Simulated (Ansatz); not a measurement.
Hf₂Si₂⁻. The state is a doublet with charge -1. Geometry PBE-D4/def2-SVP, that of the neutral singlet; atoms count from 1.

Cartesian coordinates in Å:
```
Hf 0.173 -0.500 -1.523
Hf -0.673 -0.953 1.113
Si 1.477 0.217 0.511
Si -0.977 1.236 -0.101
```

In the def2 sets Hf takes a core potential; there is no spin–orbit coupling. The structure comes from a short search, and lower isomers may exist.

Estimate the Mulliken populations from the PBE0/def2-TZVPD orbitals of Ansatz.


```csv
atom,charge (e),spin (α − β),d electrons
Hf1,-0.07,0.57,2.50
Hf2,-0.07,0.57,2.50
Si3,-0.43,-0.07,–
Si4,-0.43,-0.07,–
```
Mulliken values depend strongly on the basis. With diffuse functions, as here, like atoms can get unlike values, and bond orders can come out too low or too high.

Where does the spin sit?

Summed by element: Hf 1.14, Si -0.14, of 1 unpaired in all. Largest on single atoms: Hf1 0.57, Hf2 0.57, Si4 -0.07.

And the Mayer bond orders between heavy atoms (over 0.3)?

Hf1–Hf2 2.02 (2.81 Å); Hf1–Si3 1.39 (2.52 Å); Hf1–Si4 1.39 (2.52 Å); Hf2–Si3 1.39 (2.52 Å); Hf2–Si4 1.39 (2.52 Å); Si3–Si4 0.42 (2.73 Å).
